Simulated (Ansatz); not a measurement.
Steps of a relaxation of FH$_{5}$NPSi (`F[SiH2]NP`) with RKS PBE0-D4/def2-TZVP.

```sh
$ ansatz run in.yaml --threads 2 --pin off --events-out ev --progress --plain --max-ram 4352MiB
```

```yaml
crystal:
  periodic: [false, false, false]
  atoms:
    - {symbol: F, position_ang: [-1.200805, 1.645816, -0.863618]}
    - {symbol: Si, position_ang: [0.284911, 1.004865, -0.585362]}
    - {symbol: N, position_ang: [0.244072, -0.720281, -0.419846]}
    - {symbol: P, position_ang: [-0.321489, -1.664243, 0.936586]}
    - {symbol: H, position_ang: [1.143763, 1.339441, -1.767528]}
    - {symbol: H, position_ang: [0.757695, 1.590874, 0.709304]}
    - {symbol: H, position_ang: [0.412865, -1.290646, -1.253116]}
    - {symbol: H, position_ang: [0.346837, -0.943929, 1.995937]}
    - {symbol: H, position_ang: [-1.579350, -1.008097, 1.230543]}
basis:
  gaussian: {orbitals: def2-TZVP}
hamiltonian: {xc: pbe0, dispersion: d4}
relax: {f_tol: 0.005, max_steps: 150}
```

Positions (Å) and forces (eV/Å) along the path, 7 of 7 steps:

```xyz
9
step=1 energy=-21448.4024 eV
F    -1.201    1.646   -0.864    1.151   -0.486    0.209
Si    0.285    1.005   -0.585   -0.770   -0.139   -0.041
N     0.244   -0.720   -0.420   -0.126    0.025   -0.077
P    -0.321   -1.664    0.937    0.028    0.848   -0.109
H     1.144    1.339   -1.768   -0.238   -0.049    0.265
H     0.758    1.591    0.709   -0.148   -0.111   -0.325
H     0.413   -1.291   -1.253   -0.124    0.359    0.571
H     0.347   -0.944    1.996   -0.166   -0.238   -0.346
H    -1.579   -1.008    1.231    0.392   -0.208   -0.146
9
step=2 energy=-21448.4592 eV
F    -1.183    1.630   -0.856    0.684   -0.301    0.132
Si    0.287    0.994   -0.577   -0.639   -0.050   -0.071
N     0.242   -0.717   -0.413   -0.086    0.066    0.076
P    -0.322   -1.649    0.934    0.057    0.398   -0.161
H     1.128    1.333   -1.752   -0.041   -0.011    0.064
H     0.746    1.585    0.701   -0.019   -0.029   -0.072
H     0.404   -1.283   -1.236   -0.015    0.091    0.146
H     0.354   -0.942    1.976   -0.092   -0.090   -0.104
H    -1.568   -0.997    1.207    0.151   -0.075   -0.010
9
step=3 energy=-21448.4764 eV
F    -1.169    1.610   -0.846    0.008   -0.011    0.004
Si    0.280    0.985   -0.575   -0.058    0.059   -0.009
N     0.239   -0.712   -0.416   -0.037   -0.045    0.048
P    -0.323   -1.633    0.922    0.012    0.002   -0.035
H     1.118    1.330   -1.744    0.026    0.002   -0.017
H     0.742    1.574    0.698    0.021    0.005    0.022
H     0.412   -1.278   -1.232    0.020   -0.027   -0.015
H     0.345   -0.940    1.967    0.048    0.004    0.022
H    -1.555   -0.982    1.208   -0.039    0.011   -0.020
9
step=4 energy=-21448.4769 eV
F    -1.171    1.611   -0.846   -0.013   -0.001    0.001
Si    0.277    0.986   -0.575    0.007    0.021   -0.001
N     0.235   -0.712   -0.415   -0.013   -0.020   -0.013
P    -0.325   -1.631    0.923   -0.001   -0.007   -0.013
H     1.119    1.329   -1.744    0.004   -0.003   -0.002
H     0.743    1.575    0.698    0.003    0.000    0.003
H     0.417   -1.280   -1.228    0.012   -0.001    0.005
H     0.355   -0.944    1.966   -0.011    0.002    0.007
H    -1.560   -0.980    1.203    0.012    0.008    0.012
9
step=5 energy=-21448.4772 eV
F    -1.176    1.606   -0.842   -0.001    0.011    0.001
Si    0.275    0.987   -0.576   -0.012   -0.013    0.002
N     0.231   -0.712   -0.417    0.004   -0.008    0.012
P    -0.334   -1.631    0.918    0.007    0.012   -0.003
H     1.115    1.329   -1.746    0.004    0.003    0.000
H     0.742    1.577    0.697    0.000    0.002   -0.004
H     0.436   -1.281   -1.224    0.000   -0.003   -0.008
H     0.356   -0.959    1.965   -0.002   -0.006    0.004
H    -1.557   -0.962    1.208    0.002    0.001   -0.004
9
step=6 energy=-21448.4772 eV
F    -1.178    1.605   -0.845    0.000   -0.004   -0.002
Si    0.273    0.988   -0.577    0.009    0.007    0.011
N     0.236   -0.712   -0.415   -0.004    0.001   -0.004
P    -0.337   -1.631    0.917   -0.004   -0.006    0.000
H     1.115    1.329   -1.746   -0.003   -0.001   -0.004
H     0.739    1.582    0.694   -0.003   -0.002    0.001
H     0.436   -1.280   -1.223    0.000   -0.002    0.003
H     0.358   -0.973    1.970    0.002    0.005   -0.003
H    -1.554   -0.954    1.209    0.003    0.001   -0.001
9
step=7 energy=-21448.4773 eV
F    -1.178    1.605   -0.845   -0.001    0.000    0.000
Si    0.274    0.987   -0.576    0.000   -0.002   -0.001
N     0.234   -0.712   -0.416    0.001    0.001   -0.001
P    -0.336   -1.631    0.917    0.000    0.000    0.001
H     1.115    1.329   -1.746    0.000    0.001    0.000
H     0.739    1.580    0.695    0.000   -0.001    0.001
H     0.437   -1.281   -1.223    0.000    0.000    0.000
H     0.358   -0.970    1.968    0.000    0.000    0.000
H    -1.554   -0.954    1.209    0.000    0.000    0.000
```

Hardware: 2 threads of an Arm Neoverse V1 on a shared host. Wall time 32 s, peak host memory 0.36 GiB.
